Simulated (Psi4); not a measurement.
Internal rotation in SMILES O=Cc1cc(B(O)O)ccc1. Scanned: dihedral O1–C2–C3–C4; all other coordinates were relaxed at GFN2-xTB. Points at φ and −φ are mirror images.

Geometry of the scan point at -160° (Å):
```
18

O     -2.0201     2.7547    -0.9502
C     -2.3670     1.6158    -0.7618
C     -1.4903     0.5271    -0.3171
C     -1.8526    -0.8038    -0.5181
C     -0.9854    -1.8119    -0.1413
C      0.2342    -1.4998     0.4361
C      0.6296    -0.1755     0.6431
B      2.0402     0.1452     1.2960
O      2.7786    -0.8894     1.7482
O      2.5473     1.3982     1.4222
C     -0.2510     0.8254     0.2482
H     -3.4106     1.2980    -0.9630
H     -2.8064    -1.0372    -0.9698
H     -1.2593    -2.8449    -0.2975
H      0.9093    -2.2860     0.7370
H      3.6189    -0.6284     2.1277
H      2.0137     2.1166     1.0867
H     -0.0050     1.8712     0.3776
```

Computed with PBE-D3(BJ)/def2-SVP // GFN2-xTB in Psi4.

Scanned values (°): -160, -140, -120, -100, -80, -60, -40, -20, 0, 20, 40, 60, 80, 100, 120, 140, 160, 180.

Task: At which scan points does the profile have its minima and maxima, and how high do they lie?

Result: Lower than their neighbours: 0° (0.6 kcal/mol), 180° (0.0 kcal/mol). Higher than their neighbours: -80° (10.7 kcal/mol), 80° (10.7 kcal/mol). The whole profile spans 10.7 kcal/mol.
